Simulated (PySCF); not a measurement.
# Orbital picture of YbCl

MN15 at R = 2.485 Å; basis Yb x2c-SVPall, Cl x2c-SVPall; spin-free X2C with a Gaussian nucleus; PySCF 2.14. State: doublet, about 14.0 electrons in the 4f shell (Mulliken). Only the outer orbitals are listed, counted within each symmetry.

```
spin  orbital  occ.  ε (eV)  on Yb (%)   main shells (%)
   α      18σ     1   -4.78         96   82 Yb s, 9 Yb p
   α      19σ     0    0.36        100  60 Yb d, 40 Yb p
   α      10π     0    0.37        100  66 Yb p, 34 Yb d
   α      10π     0    0.37        100  66 Yb p, 34 Yb d
   β      18σ     0   -1.31         97           90 Yb s
   β      19σ     0    1.15        100  50 Yb d, 50 Yb p
   β       4δ     0    1.43        100          100 Yb d
```

Task: Which are the highest filled and the lowest empty level, where do they sit, and how wide is the gap?

Result: Highest filled α 18σ at -4.78 eV (in %: 82 Yb s, 9 Yb p); lowest empty β 18σ at -1.31 eV (in %: 90 Yb s); the gap at MN15 is 3.47 eV.

| Item | Value |
| --- | --- |
| bond order (Mayer) | 1.12 |
| ⟨S²⟩ | 0.751 |
| charge on Yb (Mulliken, basis-dependent) | 0.37 |
| charge on Yb (Löwdin, basis-dependent) | 0.09 |
| dipole moment (positive dipole means Yb(−)Cl(+)) | -4.99 D |

Spin–orbit coupling is left out. With d or f electrons several states lie close, and the lowest PBE0 determinant need not be the measured ground state.
